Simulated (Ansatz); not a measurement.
The cluster Zn3⁺. The state is a doublet with charge 1. Geometry PBE0/def2-TZVP; atoms count from 1.

```xyz
3

Zn    0.269    1.815   -1.876
Zn   -0.001   -0.001   -0.001
Zn   -0.268   -1.814    1.876
```

The structure comes from a short search, and lower isomers may exist.

Question: Estimate the Mulliken populations from the PBE0/def2-TZVP orbitals of Ansatz.

Answer: 
| atom | charge (e) | spin (α − β) | d electrons |
| --- | --- | --- | --- |
| Zn1 | 0.36 | 0.37 | 10.00 |
| Zn2 | 0.29 | 0.25 | 10.00 |
| Zn3 | 0.36 | 0.37 | 10.00 |
Mulliken values and Mayer orders depend strongly on the basis.

Question: Where does the spin sit?

Answer: Summed by element: Zn 1.00, of 1 unpaired in all. Largest on single atoms: Zn3 0.37, Zn1 0.37, Zn2 0.25.

Question: And the Mayer bond orders between bonded heavy atoms (over 0.3)?

Answer: Zn1–Zn2 0.67 (2.62 Å); Zn2–Zn3 0.67 (2.62 Å).
